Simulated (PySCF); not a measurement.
Input for PySCF: R-HF/3-21G on AlClH2O2 (SMILES [OH][Al]([OH])[Cl]), a point of a torsion scan.

```python
from pyscf import gto, scf, dft, mp
from pyscf.data.elements import chemcore

mol = gto.M(
    atom='''
    O    -1.12995871   -0.84278437    0.22082777
    Al    0.11711738    0.22020891    0.08977642
    O     1.39141122    0.22383230    1.13380533
    Cl    0.15043572    1.64561180   -1.35165192
    H    -1.85653452   -1.41164218    0.02143636
    H     1.86228124   -0.11621593    1.88022087
    ''',
    basis='3-21g',
    charge=0, spin=0, verbose=3, max_memory=1800)
mf = scf.RHF(mol)
mf.conv_tol = 1e-8
mf.max_cycle = 100
mf.kernel()
if not mf.converged:
    mf = mf.newton().run(mf.mo_coeff, mf.mo_occ)
```

Question: What total energy does the run end on?

Answer: -848.1360 hartree.
